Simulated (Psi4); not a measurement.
A dimer, N2 ··· BF3 (SMILES N#N and FB(F)F); the first 2 atoms form monomer A.

```
6

N      0.5455     0.0000     0.0000
N     -0.5455     0.0000     0.0000
F     -3.1446     1.5955    -1.7608
B     -2.0905     2.2223    -1.2845
F     -2.1302     2.7583    -0.0835
F     -0.9948     2.3092    -2.0077
```

### Question
What interaction energy does SAPT0/jun-cc-pVDZ, frozen core run with Psi4 give, and which attractive term is the largest?

### Answer
Total -1.28 kJ/mol: electrostatics -2.98, exchange 7.37, induction -1.56, dispersion -4.11. The most attractive term is dispersion.
